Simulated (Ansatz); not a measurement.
A structure relaxed at PBE0-D4/def2-TZVP, charge 0, multiplicity 1:

```xyz
11

N     0.721   -1.104   -0.681
C     0.495   -0.123    0.360
O     1.456    0.908    0.273
Si   -1.211    0.695    0.258
F    -1.509    0.945   -1.301
H     0.292   -0.851   -1.563
H     0.423   -2.031   -0.416
H     0.586   -0.658    1.319
H     2.288    0.480    0.037
H    -1.304    1.996    0.961
H    -2.239   -0.258    0.753
```

Task: Give its formula and SMILES.

Result: CH6FNOSi, `NC(O)[SiH2]F`.

Task: Summarise the bond lengths by kind.

Result: 1 × C–N 1.448 Å; 2 × H–N 1.010 to 1.013 Å; 1 × C–O 1.412 Å; 1 × C–Si 1.895 Å; 1 × C–H 1.102 Å; 1 × H–O 0.965 Å; 1 × F–Si 1.606 Å; 2 × H–Si 1.481 to 1.487 Å.

Program: Ansatz 0.2.0.
